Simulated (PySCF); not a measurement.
**Polarisability and C₆ of Br²⁺ (bromine, charge +2)**

[Ar] 3d10 4s2 4p3, high-spin 4S determinant. All numbers are calculated (PySCF 2.14, scalar relativity by spin-free X2C-1e, in x2c-TZVPPall with one added diffuse shell each of s, p, d type (7s6p5d1f, 57 functions)). Coupled (time-dependent) response in atomic units; α is the mean over directions.

```tsv
method	mean α (bohr³)	C₆ (like pair)	S(−4)
HSE06	8.248	39.09	15.32
```

S(−4) is the Cauchy moment in α(ω) = α(0) + S(−4) ω² + …

α(iu) at HSE06:

```
u (hartree)  α(iu) (bohr³)
          0          8.248
     0.0500          8.210
      0.100          8.098
      0.200          7.681
      0.300          7.083
      0.500          5.697
      0.750          4.165
       1.00          3.058
       1.50          1.782
       2.00          1.153
       3.00         0.6003
       5.00         0.2544
```

A single London oscillator, α(iu) = α/(1 + u²/ω²), gives C₆ = (3/4) ω α². Matching the computed C₆ needs ω = 4 × 39.09 / (3 × 8.248²) = 0.766 hartree.

For an ion, C₆ is the dispersion term alone; charge-induced terms of lower order in 1/R come first.
